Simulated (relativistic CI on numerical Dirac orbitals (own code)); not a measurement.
## Electric-dipole transitions in Au⁷⁰⁺

Method of calculation: Dirac-Coulomb-Breit CI, orbitals from a KLI potential per configuration, QED by a radiative potential, unscaled Slater integrals (own radial code, finite nucleus).

CI space (outside the closed core 1s2): 2s²2p⁵, 2s2p⁶, 2s²2p⁴3s, 2p⁶3s, 2p⁶3p, 2s²2p⁴3p, 2p⁶3d, 2s²2p⁴3d, 2s2p⁵3s, 2s2p⁵3p, 2s2p⁵3d, 2s²2p⁴4s, 2s²2p⁴4p, 2s²2p⁴4d, 2s²2p⁴4f, 2s²2p³3s², 2s²2p³3s3p, 2s2p⁵4s, 2s²2p⁴5s, 2s²2p³3s3d, 2s²2p⁴5p, 2s2p⁵4p, 2s²2p³3p², 2s²2p⁴5d, 2s²2p⁴5f, 2s²2p⁴5g, 2s2p⁵4d, 2s2p⁵4f, 2s²2p³3p3d, 2s2p⁴3s², 2s²2p³3d², 2s2p⁴3s3p, 2s2p⁴3s3d, 2s2p⁴3p², 2s2p⁵5s, 2s2p⁴3p3d. Levels of other configurations are missing.

| λ vac (nm) | Lower | Upper | A (s⁻¹) | E lower (eV) | E upper (eV) |
| --- | --- | --- | --- | --- | --- |
| 0.09939 | 2s²2p⁵ ²P°1/2 [2] | 2s²2p⁴3d ²D3/2 [129] | 1.74e+15 | 1884.0 | 14358.2 |
| 0.09964 | 2s²2p⁵ ²P°3/2 [1] | 2s²2p⁴3d ²D3/2 [55] | 2.24e+15 | 0.0 | 12442.7 |
| 0.09969 | 2s²2p⁵ ²P°3/2 [1] | 2s²2p⁴3d ²F5/2 [54] | 1.78e+15 | 0.0 | 12437.2 |
| 0.09991 | 2s2p⁶ ²S1/2 [3] | 2s2p⁵3d ²P°3/2 [139] | 2.12e+15 | 2416.3 | 14825.3 |
| 0.11579 | 2s²2p⁵ ²P°3/2 [1] | 2s²2p⁴3d ²D5/2 [25] | 1.40e+15 | 0.0 | 10707.9 |
| 0.11585 | 2s²2p⁵ ²P°1/2 [2] | 2s²2p⁴3d ²P1/2 [63] | 3.95e+15 | 1884.0 | 12585.7 |
| 0.11592 | 2s²2p⁵ ²P°1/2 [2] | 2s²2p⁴3d ²D3/2 [62] | 3.72e+15 | 1884.0 | 12579.4 |
| 0.11604 | 2s2p⁶ ²S1/2 [3] | 2s2p⁵3d ²P°3/2 [85] | 2.82e+15 | 2416.3 | 13100.8 |
| 0.11622 | 2s²2p⁵ ²P°3/2 [1] | 2s²2p⁴3d ²P3/2 [24] | 2.62e+15 | 0.0 | 10668.0 |
| 0.11623 | 2s²2p⁵ ²P°3/2 [1] | 2s²2p⁴3d ²D5/2 [23] | 2.17e+15 | 0.0 | 10666.9 |
| 0.11674 | 2s2p⁶ ²S1/2 [3] | 2s2p⁵3d ²P°1/2 [82] | 3.73e+15 | 2416.3 | 13037.0 |
| 0.29787 | 2s²2p⁴3p ²D°5/2 [8] | 2s²2p⁴4d ²F7/2 [101] | 1.38e+14 | 9813.3 | 13975.6 |
| 0.33645 | 2s²2p⁴3p ⁴D°7/2 [10] | 2s²2p⁴4d ⁴F9/2 [107] | 1.78e+14 | 10342.6 | 14027.7 |
| 0.33647 | 2s²2p⁴3p ²D°5/2 [11] | 2s²2p⁴4d ²F7/2 [106] | 1.39e+14 | 10342.8 | 14027.6 |
| 0.34781 | 2s²2p⁴3d ²G7/2 [52] | 2s²2p⁴4f ²H°9/2 [227] | 3.45e+14 | 12413.4 | 15978.1 |
| 0.34817 | 2s²2p⁴3d ⁴D3/2 [15] | 2s²2p⁴4f ²F°5/2 [114] | 1.96e+14 | 10502.5 | 14063.6 |
| 0.34827 | 2s²2p⁴3d ²D3/2 [19] | 2s²2p⁴4f ²F°5/2 [125] | 3.35e+14 | 10572.8 | 14132.9 |
| 0.34843 | 2s²2p⁴3d ⁴D5/2 [16] | 2s²2p⁴4f ²G°7/2 [113] | 2.59e+14 | 10504.8 | 14063.1 |
| 0.34851 | 2s²2p⁴3d ²F7/2 [17] | 2s²2p⁴4f ²G°9/2 [112] | 3.44e+14 | 10504.8 | 14062.3 |
| 0.35758 | 2s²2p⁴3d ⁴D7/2 [56] | 2s²2p⁴4f ⁴G°9/2 [232] | 3.46e+14 | 12517.0 | 15984.3 |
| 0.35766 | 2s2p⁵3d ⁴F°9/2 [78] | 2s2p⁵4f ⁴G11/2 [272] | 3.57e+14 | 12970.4 | 16436.9 |
| 0.35782 | 2s²2p⁴3d ²G9/2 [59] | 2s²2p⁴4f ²H°11/2 [237] | 3.58e+14 | 12537.5 | 16002.5 |
| 0.35807 | 2s²2p⁴3d ²F7/2 [20] | 2s²2p⁴4f ²G°9/2 [119] | 3.14e+14 | 10624.5 | 14087.1 |
| 0.35816 | 2s²2p⁴3d ⁴F9/2 [21] | 2s²2p⁴4f ⁴G°11/2 [118] | 3.58e+14 | 10624.9 | 14086.6 |
| 0.35941 | 2s²2p⁴3d ²D5/2 [25] | 2s²2p⁴4f ²F°7/2 [126] | 3.49e+14 | 10707.9 | 14157.5 |
| 0.36231 | 2s²2p⁴3d ²D5/2 [23] | 2s²2p⁴4f ²F°7/2 [120] | 2.64e+14 | 10666.9 | 14089.0 |
| 0.36234 | 2s²2p⁴3d ²P3/2 [24] | 2s²2p⁴4f ²D°5/2 [122] | 2.38e+14 | 10668.0 | 14089.8 |
| 0.78732 | 2s²2p⁴4f ²G°9/2 [112] | 2s²2p⁴5g ²H11/2 [186] | 1.06e+14 | 14062.3 | 15637.1 |
| 0.79581 | 2s²2p⁴4f ⁴G°11/2 [118] | 2s²2p⁴5g ⁴H13/2 [191] | 1.08e+14 | 14086.6 | 15644.6 |
| 1.8151 | 2s²2p⁴3s ⁴P5/2 [4] | 2s²2p⁴3p ⁴D°7/2 [10] | 3.00e+12 | 9659.6 | 10342.6 |

Terms are leading LS components. Brackets give the number of a level in order of energy, since labels repeat. The list gives strong lines, with weight on those to low levels, without lines whose two gauges differ by over a factor of 2.5, among the lowest 384 of 1520 levels, so that lines to higher ones, which can be the strongest, are missing. Levels whose partners in the same complex of configurations lie outside the list can be far off, and so can their lines. Rates are taken at the computed energies, electric ones in the length gauge.

At this charge energies of transitions that change n are usually good to better than 1 %, and those within a shell (Δn = 0) to a few per cent.

LS names give the leading component of a level, which can be under half, so a name can repeat, a term be missing and a line seem to break the LS rules.
